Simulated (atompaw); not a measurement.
# What one change does to a pseudopotential (gadolinium (Gd), PAW (atompaw))

- Element: gadolinium (Gd)
- Generator: atompaw 4.2.0.5
- Type: PAW
- Functional: PBE
- Relativity: scalar-relativistic
- Frozen core: [Kr] 4d10
- Valence charge: 18
- Reference configuration: 4f7 5s2 5p6 5d1 6s1 6p0 (charge +1)
- Partial waves: 5s (bound); 6s (bound); 5p (bound); 6p (bound, empty); 5d (bound); 5d channel at -0.25 Ry; 4f (bound); 4f channel at 0.8 Ry
- Local potential: ultrasoft scheme with l = 4 at 0 Ry, radius 2.55 bohr
- Core correction: smooth core density matched at 2.70 bohr
- Augmentation charge: sinc compensation charge, radius 2.00 bohr; PAW radius 2.70 bohr; waves and projectors: bloechl

Change: wave 5d channel at -0.25 Ry becomes 5d channel at 10.85 Ry.

Cutoffs: the cutoffs (Ry, on a coarse ladder) from which the occupation-weighted sum of valence levels, in a spherical-Bessel basis at the reference potential, stays within 10 and 1 mRy of its value at 400 Ry; they do not see the model core or the augmentation charge, which bear on the density cutoff.

Problem. What does the change do?

Solution. The potential gets neither clearly harder nor softer (35 Ry and 45 Ry → 35 Ry and 45 Ry); the f channel sets the loose cutoff, while the largest relative change is in d, which becomes harder; neither file shows a bound ghost.

| quantity | base | changed |
| --- | --- | --- |
| cutoff, loose | 35 Ry | 35 Ry |
| cutoff, tight | 45 Ry | 45 Ry |
| loose cutoff by channel (10 mRy a level) | s 12 Ry, p 15 Ry, d 12 Ry, f 25 Ry | s 12 Ry, p 15 Ry, d 15 Ry, f 25 Ry |
| bound ghosts | none | none |
| s: phases at 2.71 bohr within 0.05 rad from the reference energy up to (Ry; the scan ends near 5) | 3.7 | 3.7 |
| p: phases at 2.71 bohr within 0.05 rad from the reference energy up to (Ry; the scan ends near 5) | to the end of the scan | to the end of the scan |
| d: phases at 2.71 bohr within 0.05 rad from the reference energy up to (Ry; the scan ends near 5) | 0.6 | 1.1 |
| f: phases at 2.71 bohr within 0.05 rad from the reference energy up to (Ry; the scan ends near 5) | 4.1 | 4.1 |
| lowest overlap eigenvalue by channel | s 0.43, p 0.62, d 0.01, f 1.00 | s 0.43, p 0.62, d 0.62, f 1.00 |

 The cutoffs see the waves, projectors and local potential, not the compensation charge or the core.
